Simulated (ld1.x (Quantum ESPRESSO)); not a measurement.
Results of a calculation; reference values are marked as such.
Pseudopotentials across the periodic table

Generated with ld1.x 7.5 (TM, RRKJ, ultrasoft, PAW), atompaw 4.2 or ONCVPSP 4.0.1. The cutoff is in Ry: for ld1.x and atompaw files where the sum of valence levels is converged to 10 mRy in a Bessel basis, for ONCV files where the hardest occupied wave has 1 mHa per electron of residual kinetic energy. The error is the largest all-electron minus pseudo excitation energy over each file’s own four to seven test configurations (ionisations up to +4, promotions, holes and added fractions of an electron), all of which were solved. The labels leave out finer settings (local radius, basis sizes, second energies), which also bear on the numbers. Spin-polarised tests are not counted. The rows are a selection from randomly drawn settings: files with unsolved tests, undetermined cutoffs or missed reference levels are left out.

A true bound ghost makes a file unfit for plane-wave use even where its test errors are small: the radial tests pick states by their node count and pass the ghost by.

```csv
element,potential,cutoff (Ry),largest error (meV),bound ghosts
C,"TM semilocal, LDA (PZ), non-relativistic, rc 0.75/2.05/2.20 (spd), local p, core correction yes, reference 2s2 2p1.5",140,+547,none
S,"ultrasoft, PBEsol, scalar-relativistic, rc 1.65/1.50/1.50 (spd), local smoothed, core correction no, reference 3s2 3p4",15,+91,none
Mn,"TM, PBE, non-relativistic, rc 2.75/1.25/1.80 (spd), local d, core correction yes, reference 3p6 3d5 4s2 4p0",80,+91,s
Mo,"TM, LDA (PZ), scalar-relativistic, rc 1.32/1.86/2.00 (spd), local p, core correction yes, reference 4s2 4p6 4d3 5s0 5p0",80,+402,none
Bi,"TM, PBEsol, scalar-relativistic, rc 1.75/1.80/1.45 (spd), local s, core correction yes, reference 5d10 6s2 6p3",60,-57,none
```

**Question.** Fill in the row for Hf: TM, LDA (PZ), scalar-relativistic, rc 2.85/3.60/1.85/3.80 (spdf), local p, core correction no, reference 5d2 6s0 6p0.

**Answer.** cutoff 25 Ry, largest error +164 meV, bound ghosts: none.
